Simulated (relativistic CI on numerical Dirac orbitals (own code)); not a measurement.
Hg35+: sensitivity of the levels to the model

Base calculation: Dirac-Coulomb-Breit CI, separate exchange-only KLI orbitals for each configuration, a model potential for QED, unscaled Slater integrals.

CI space (outside the closed core [Ar] 3d10): 4s²4p⁶4d⁹, 4s²4p⁶4d⁸4f, 4s²4p⁵4d¹⁰, 4s4p⁶4d¹⁰, 4s²4p⁵4d⁹4f, 4s4p⁶4d⁹4f, 4s²4p⁶4d⁸5s, 4s²4p⁶4d⁷4f5s, 4s²4p⁶4d⁸5p, 4s²4p⁶4d⁸5d, 4s²4p⁵4d⁹5s. Double excitations out of closed p, d and f shells are left out; levels of such configurations are missing from the list, as are those of other unlisted configurations, and high levels can miss mixing partners.

Variants: (1) QED terms removed; (2) one mean potential for all configurations. Shifts of the energy above 4s²4p⁶4d⁹ ²D5/2, in cm⁻¹, for the lowest level and the first level of each name with at least 55 % of one term (blank where a level changes its place among those of its configuration and J or its character, or is not in the variant):

```tsv
Level	Base	Δ(1)	Δ(2)
4s²4p⁶4d⁹ ²D5/2	0	0	0
4s²4p⁶4d⁹ ²D3/2	207128	-504	+10
4s²4p⁵4d¹⁰ ²P°3/2	1728517	+1332	-741
4s²4p⁶4d⁸4f ⁴I°15/2	1850436	+164	-1158
4s²4p⁶4d⁸4f ⁴H°13/2	1868509	+161	-1151
4s²4p⁶4d⁸4f ⁴F°3/2	1968467	-128	-1181
4s²4p⁶4d⁸4f ⁴I°11/2	2015001	-142	-1170
4s²4p⁶4d⁸4f ²K°13/2	2035312	-152	-1172
4s²4p⁶4d⁸4f ²K°15/2	2084776	-333	-1191
```

At this charge energies of transitions that change n are usually good to better than 1 %, and those within a shell (Δn = 0) to a few per cent.

Ionisation energy from the two ground configurations alone: base 1603.38 eV. The NIST ASD value (theoretical) is 1603 eV.

LS names give the leading component of a level, which can be under half, so a name can repeat, a term be missing and a line seem to break the LS rules.
